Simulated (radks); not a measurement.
All-electron atom: the xenon ion Xe9+ in [Kr] 4d9 (the NIST ground configuration). Method: Dirac Kohn-Sham, BLYP, spin-unpolarised, spherical densities, finite nucleus; open shells fill j = l - 1/2 first; Fermi nuclear charge, rms radius 4.7859 fm; computed with a radial shooting solver on a logarithmic mesh with Libxc functionals.

Radial electron density D(r) = 4 pi r^2 rho(r):

r (bohr)  D(r) (e/bohr)
0.001198          2.886
0.001535          4.390
0.001983          6.696
0.002562          10.07
0.003309          14.87
0.00424           21.21
0.005477          29.72
0.007075          40.06
0.00914           51.41
0.01171           61.74
0.01513           69.27
0.01954           71.34
0.02525           67.87
0.03235           63.02
0.04179           63.47
0.05398           73.68
0.06973           87.35
0.08936           90.09
0.1154            77.19
0.1491            65.37
0.1926            70.85
0.2468            76.34
0.3188            57.80
0.4118            31.26
0.532             25.49
0.6817            28.95
0.8806            21.49
1.138             8.956
1.469             2.040
1.883            0.2544
2.432           0.01278

D(r) has 4 maxima, at r = 0.0188, 0.0825, 0.235, 0.671 bohr, and minima at 0.0365, 0.155, 0.499 bohr, inside which lie 2.02, 11.18, 29.05 electrons.
